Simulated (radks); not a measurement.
All-electron atom: In4+ in [Ar] 3d10 4s2 4p5 4d10 (not the ground configuration). All-electron calculation, scalar-relativistic Kohn-Sham, BLYP, spin-polarised, spherical densities, point nucleus; open shells are filled with parallel spins first (spin-orbit coupling, left out, can overturn this in heavy ions). Program: a radial shooting solver on a logarithmic mesh with Libxc functionals. Some entries of the table are withheld. Estimate them.

orbital,occ.,eigenvalue (Ry),<r> (bohr),<r^2> (bohr^2)
1s up,1,-2044.193,0.02971,0.001194
1s down,1,-2044.173,0.02971,0.001194
2s up,1,-309.3109,0.1285,0.01947
2s down,1,-309.2981,0.1285,0.01947
2p up,3,-278.0531,0.1121,0.01536
2p down,3,-278.0336,0.1121,0.01536
3s up,1,-61.74643,0.3486,0.1390
3s down,1,-61.72643,0.3486,0.1389
3p up,3,-51.50989,0.3471,0.1399
3p down,3,-51.48729,0.3471,0.1398
3d up,5,-35.60550,0.3243,0.1249
3d down,5,-35.58233,0.3242,0.1249
4s up,1,-12.47242,0.8408,0.7993
4s down,1,-12.38223,0.8417,0.8014
4p up,3,-9.38451,0.9081,0.9409
4p down,2,-9.29959,0.9100,0.9453
4d up,5,(1),1.100,1.419
4d down,5,(2),1.107,1.438
5s up,0,-3.37876,2.080,4.831
5s down,0,-3.36827,2.086,4.857
5p up,0,-2.67104,2.377,6.313
5p down,0,-2.66336,2.383,6.346

Answer. 
(1) 4d up eigenvalue (Ry): -4.88199
(2) 4d down eigenvalue (Ry): -4.81501
